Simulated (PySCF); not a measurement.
## How methods differ on the ionisation energy of In⁺

In⁺ [Kr] 4d10 5s2 (1S) → In²⁺ [Kr] 4d10 5s1 (2S), as a difference of total energies. All numbers are calculated (PySCF 2.14, scalar relativity by spin-free X2C-1e, in x2c-QZVPPall (13s9p7d4f1g, 112 functions)). Correlated levels: valence: [Kr] 4d10 frozen. The calculations carry no spin-orbit coupling.

```tsv
method	ionisation energy (eV)
UHF	17.015
MP2 (valence)	17.674
SCS-MP2 (valence)	17.805
CCSD (valence)	17.913
```

Errors of the correlated levels include the incompleteness of this basis and the frozen core.

With two correlated electrons CCSD is exact in that space.

Task: Which method comes closest to the reference value, and which is furthest?

Result: The reference is 18.870 eV (measured; NIST Atomic Spectra Database, ionization energies). Closest: CCSD (valence) (error -0.957 eV); furthest: UHF (error -1.855 eV).
